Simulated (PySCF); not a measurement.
C₆H₁₀NSi (doublet state).
Cartesian coordinates in Å at the GFN2-xTB level; atoms count from 1:
```
atom  x, y, z in Å
C1    -2.794    0.807    0.563
C2    -2.384   -0.598    0.390
C3    -0.974   -0.487   -0.122
N4    -0.665   -0.613   -1.364
C5     0.742   -0.363   -1.485
C6     1.242   -0.056   -0.100
Si7    3.017    0.358    0.319
C8     0.165   -0.135    0.706
H9    -2.558    1.334    1.468
H10   -3.085    1.381   -0.295
H11   -2.398   -1.148    1.332
H12   -2.989   -1.107   -0.360
H13    0.909    0.467   -2.177
H14    1.232   -1.241   -1.915
H15    3.128    0.566    1.763
H16    3.401    1.575   -0.402
H17    3.876   -0.752   -0.102
H18    0.127    0.020    1.768
```

The hyperfine couplings belong to this conformer and change with its torsions.

Identity: `[CH2]CC1=NCC([SiH3])=C1` [radical].

Level of theory: UKS B3LYP, pcH-1 on C H N Si, non-relativistic, mean-field spin-orbit, GIAO (PySCF 2.14.0). One conformer (not necessarily the lowest) at the GFN2-xTB geometry, without solvent, vibrations or thermal averaging. Couplings are sensitive to structure, and on GFN2-xTB geometries they can be far from those on DFT ones. No stability test was run, so a lower SCF solution isn't excluded.

(1) What is the g tensor, term by term?

(2) At 9.759 GHz, how far is the centre of the isotropic spectrum from where a free electron (g = 2.002319) resonates?

(3) What are the electron Larmor frequencies g μB B/h along the three axes at 1200 mT?

(4) Average each term over the three axes. Which is largest in size?

(5) In a frozen sample, at which fields do the three g values resonate at 9.5, 34, 94 and 263 GHz (hyperfine left aside), and which band first spreads them over more than twice a line width of 0.5 mT?

Results:

(1) 
```csv
Δg (ppm),1,2,3
relativistic mass correction,-148,-148,-148
gauge correction,9,28,22
orbital Zeeman/spin–orbit,200,597,827
total,62,477,701
```

So g = 2.00238, 2.00280, 2.00302 and g_iso = 2.00273; the tensor is rhombic: the two nearest values differ by 35 % of g3 − g1. 

(2) B = hν/(g μB) with μB/h = 13.99624 MHz/mT gives 348.23 mT for the free electron and 348.15 mT at g_iso, 0.07 mT lower.

(3) 33.6310, 33.6380, 33.6417 GHz for g1, g2 and g3, a range of 10.7 MHz.

(4) The orbital-Zeeman/spin–orbit term 541, the mass correction -148 and the gauge correction 20 ppm, for a total of 413 ppm. The orbital-Zeeman/spin–orbit term is the largest in size. The mass correction is the same along every axis, so the anisotropy comes from the other two: their spans along these axes are 19 (gauge) and 627 ppm (orbital Zeeman/spin–orbit).

(5) 
```json
{"band": "X", "GHz": "9.5", "B(g3) mT": "338.86", "B(g2) mT": "338.90", "B(g1) mT": "338.97", "spread mT": "0.11"}
{"band": "Q", "GHz": "34.0", "B(g3) mT": "1212.78", "B(g2) mT": "1212.92", "B(g1) mT": "1213.17", "spread mT": "0.39"}
{"band": "W", "GHz": "94.0", "B(g3) mT": "3352.98", "B(g2) mT": "3353.36", "B(g1) mT": "3354.05", "spread mT": "1.07"}
{"band": "J", "GHz": "263.0", "B(g3) mT": "9381.21", "B(g2) mT": "9382.26", "B(g1) mT": "9384.20", "spread mT": "3.00"}
```

The spread grows in proportion to the frequency. W band is the first where it exceeds 1.0 mT.

The largest Mulliken spin populations are on C1 (+1.06), C2 (-0.08) and N4 (+0.06). No atom but C1 exceeds +0.15. The angles at C1 add up to 358.0°, so it is nearly planar; its axial dipolar tensor and the negative couplings of its protons fit spin in a p orbital normal to that plane.

The HOMO–LUMO gaps are 4.46 eV among the α and 4.98 eV among the β orbitals.
